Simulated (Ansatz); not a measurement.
Species: SiHCl, charge 0, singlet. SiHCl (SMILES [SiH]Cl).
B3LYP-D3(BJ)/def2-TZVP minimum from Ansatz (a quantum-chemistry and plane-wave program):
```xyz
3

Si     0.7933    -0.2087     0.7471
H      1.8312    -0.4893    -0.3363
Cl    -0.7611     0.2007    -0.5955
```
Charge 0, spin multiplicity 1.

Hartree-Fock and CCSD correlation energies in hartree (Ansatz). Radicals and triplets start from unrestricted determinants; spin-orbit coupling is neglected. Correlated methods leave the cores frozen. No relativity. The restricted determinant of HClSi ([SiH]Cl, singlet) is unstable towards broken spin symmetry in at least one set run.

```tsv
basis	X	E(HF)	E(corr, CCSD)
cc-pV(T+d)Z	3	-749.04352	-0.32358
cc-pV(Q+d)Z	4	-749.04982	-0.34778
cc-pV(5+d)Z	5	-749.05098	withheld
```

Problem. Fit E(corr) = E∞ + A/X³ to X = 3 and 4, predict X = 5, and compare with the run.

Solution. A = (-0.32358 - (-0.34778))/(1/27 - 1/64) = 1.1302; E∞ = -0.34778 - A/64 = -0.36544; at X = 5, E∞ + A/125 = -0.35640. The run gave -0.35575, 0.65 mEh above the prediction. The same form on X = 4 and 5 gives E∞ = -0.36411, 1.33 mEh above the first estimate.
